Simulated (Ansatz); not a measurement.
Basis-set extrapolation for C2H5ClO2Si, SMILES `Cl[SiH2]OC1CO1` (PBE0-D4/def2-TZVP geometry, frozen core, Ansatz). Multiplicity 1, RHF reference.

```csv
,def2-TZVPP,def2-QZVPP
HF,-976.974309,-977.007032
MP2 correlation,-1.100960,-1.189039
CCSD(T) correlation,-1.190173,not run
```

Energies in hartree. Use E(X) = E(∞) + A·exp(−7.88·√X) for Hartree–Fock and E(X) = E(∞) + B·X^(−2.97) for correlation, with X = 3 and 4, and add CCSD(T) minus MP2 of the smaller set to the MP2 limit.

Task: What is the CCSD(T) energy at the basis-set limit?

Result: HF limit: -977.007032 + (-0.032723) × 0.13774 = -977.01154. MP2 limit: -1.189039 + (-0.088079) × 0.74074 = -1.25428. Higher-order term: -1.190173 − (-1.100960) = -0.08921. Total: -978.35503 hartree, 500.3 kJ/mol below CCSD(T)/def2-TZVPP.
